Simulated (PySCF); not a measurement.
**Structure elucidation problem**

The spectra below were simulated for a compound C2H13O2PSi3.

¹H NMR (300 MHz, computed): δ 5.83 (m, 1H), 5.12 (s, 3H), 3.97 (m, 1H), 3.92 (m, 3H), 1.42 (d, 3H), 1.03 (m, 2H).

¹³C{¹H} NMR (computed): δ 62.9 (CH), 24.3 (CH3).

Theory: GIAO PBE0/pcSseg-1 shieldings, GFN2-xTB geometry, in PySCF 2.14 (single conformer, no relativistic terms, fast rotation and ring inversion assumed for equivalent nuclei, isolated molecule).

References, each an isolated molecule treated in the same way: ¹H (31.72 ppm) and ¹³C (186.93 ppm) against TMS.

Question: What is the structure?

Answer: 
- 2 carbon signals for 2 carbons: no two carbons are equivalent.
- Carbon types of the structure: 1 × CH, 1 × CH3, leaving 9 H on heteroatoms.
- δC 62.9: sp3 CH bonded to O and Si; pulled downfield by the heteroatom.
- δC 24.3: methyl carbon; saturated and bonded to C and H only.
- δH 5.83: hydrogen on a silicon bonded to 2 O, P.
- δH 5.12: hydrogen on a silicon bonded to O.
- δH 3.97: hydrogen on an sp3 CH bonded to O and Si; its carbon carries O, which withdraws density.
- δH 1.42: hydrogen on a methyl carbon.
- δH 1.03: hydrogen on a phosphorus bonded to Si.

These data were computed for SMILES C[C@@H]([SiH3])O[Si@@H](P)O[SiH3].

The shifts were computed for this structure.

Splittings by ³¹P in the carbon and heteronuclear signals aren't shown, as no couplings were computed. Shifts are as computed. Against solution values, carbons near 30 ppm lie about +3 ppm off and those near 130 ppm about +5 ppm. Of 1211 compounds with measured shifts, 218 miss one by over three times the rms of a fit or turn the order of signals round; such compounds aren't used in these exercises. Multiplicities follow the n + 1 count of equivalent neighbours, as no J values were calculated; m marks all less simple cases, F and P coupling included.
